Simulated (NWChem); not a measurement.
System: dithienothiophene (C8H4S3); SMILES s1c2c(sc3ccsc32)cc1

The following NWChem deck was run.

```
start job
memory heap 200 mb stack 900 mb global 1100 mb
geometry units angstroms noautosym nocenter noautoz
  C     -3.196439     0.000000    -0.325294
  C     -2.670154     0.000000     0.936725
  C     -1.245404     0.000000     0.904407
  S      0.000000     0.000000     2.146290
  C      1.245404     0.000000     0.904407
  C      2.670154     0.000000     0.936725
  C      3.196439     0.000000    -0.325294
  S      1.974447     0.000000    -1.579196
  C      0.711250     0.000000    -0.381911
  C     -0.711250     0.000000    -0.381911
  S     -1.974447     0.000000    -1.579196
  H     -4.240936     0.000000    -0.606626
  H     -3.271382     0.000000     1.838440
  H      3.271382     0.000000     1.838440
  H      4.240936     0.000000    -0.606626
end
basis spherical
  * library 6-31g*
end
dft
  xc xcamb88 1.00 lyp 0.81 vwn_5 0.19 hfexch 1.00
  cam 0.33 cam_alpha 0.19 cam_beta 0.46
  iterations 150
  semidirect filesize 400000000
end
property
  efieldgrad
end
task dft property
```

The geometry was optimised at B3LYP/6-31G* (spherical d). No frequency run checked for a minimum.

Vzz is the largest principal value of the second derivative of the potential at the nucleus (NWChem prints the opposite sign); η is the asymmetry. Non-relativistic.

Atoms are numbered as in the input.

**Question.** What results follow from this input? (CAM-B3LYP/6-31G* (spherical d).) Quantities: Vzz S4 (a.u.); η S4; Vzz S11 (a.u.); η S11.

**Answer.** 
| Item | Result |
|---|---|
| Vzz S4 (a.u.) | -2.272 |
| η S4 | 0.88 |
| Vzz S11 (a.u.) | 2.007 |
| η S11 | 0.94 |
